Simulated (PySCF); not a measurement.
# Ar¹⁴⁺ (argon, charge +14) across methods

[He] 2s2, closed-shell 1S. Computed with PySCF 2.14 in an even-tempered Gaussian basis (17 s from 2.4 bohr⁻², ratio 2.2; 9 p from 3.8 bohr⁻², ratio 2.4; 6 d from 11 bohr⁻², ratio 2.4; 5 f from 17 bohr⁻², ratio 2.4; 4 g from 26 bohr⁻², ratio 2.4), with the non-relativistic Hamiltonian (point nucleus). The B2PLYP total includes its PT2 part (frozen core); its orbital energies are those of the SCF part.

```
method  E (hartree)  mean ε 1s (eV)  mean ε 2s (eV)  Σ⟨r²⟩ (bohr²)   ⟨S²⟩
  PBE0    -377.5461         -3841.0         -828.91         0.3294  0.000
 B3LYP    -377.5861         -3835.8         -827.85         0.3295  0.000
r2SCAN    -377.5737         -3824.6         -824.08         0.3297  0.000
   UHF   -377.53524         -3927.9         -846.26         0.3298  0.000
   PBE    -377.5141         -3811.8         -822.69         0.3293  0.000
   LDA    -376.1740         -3800.0         -820.70         0.3302  0.000
B2PLYP    -377.6876         -3874.4         -835.58         0.3297  0.000
```
